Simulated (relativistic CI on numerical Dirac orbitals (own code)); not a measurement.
# Radial parameters of Au XVI

Computed by Dirac-Coulomb-Breit CI, KLI orbitals optimised for each configuration, QED by a radiative potential, unscaled Slater integrals (own radial code, finite nucleus).

Slater integrals F^k, G^k are unscaled and averaged over j, outside the closed core [Kr] 4d10; ζ comes from projecting the Hamiltonian with its Breit term on Σ l·s of the shell.

- 4f¹⁴5s²5p²: F^2(5p,5p) = 113910, ζ(5p) = 118340 cm⁻¹; <r>(5p) = 0.938, <r^2>(5p) = 0.9821 (bohr units).
- 4f¹⁴5s5p³: F^2(5p,5p) = 113950, G^1(5s,5p) = 147750, ζ(5p) = 117800 cm⁻¹; <r>(5s) = 0.8582, <r^2>(5s) = 0.82, <r>(5p) = 0.9374, <r^2>(5p) = 0.9809 (bohr units).
- 4f¹⁴5s²5p5d: ζ(5p) = 119020, F^2(5p,5d) = 103420, G^1(5p,5d) = 127750, G^3(5p,5d) = 81395, ζ(5d) = 11840 cm⁻¹; <r>(5p) = 0.9374, <r^2>(5p) = 0.9811, <r>(5d) = 1.068, <r^2>(5d) = 1.279 (bohr units).

In this model ζ of a weakly bound d, f or g electron outside closed shells comes out too small, for d by up to a factor of two or three and at times with the wrong sign; that of an outer p electron is too small as well.

Averages of the first 10 configurations, taken without configuration mixing, which lowers the lowest level and can move excited configurations by several eV; other configurations of the list can lie among them:

```csv
Configuration,Parity,States,Average energy above the lowest level (eV)
4f¹⁴5s²5p²,even,15,30.0
4f¹⁴5s5p³,odd,40,86.1
4f¹⁴5s²5p5d,odd,60,105.1
4f¹³5s²5p³,even,280,83.0
4f¹⁴5s5p²5d,even,300,159.2
4f¹⁴5s²5p5f,even,84,179.1
4f¹⁴5s²5p5g,odd,108,231.8
4f¹⁴5s5p²5f,odd,420,233.7
4f¹³5s²5p²5d,odd,2100,158.7
4f¹⁴5s²5p6s,odd,12,159.4
```
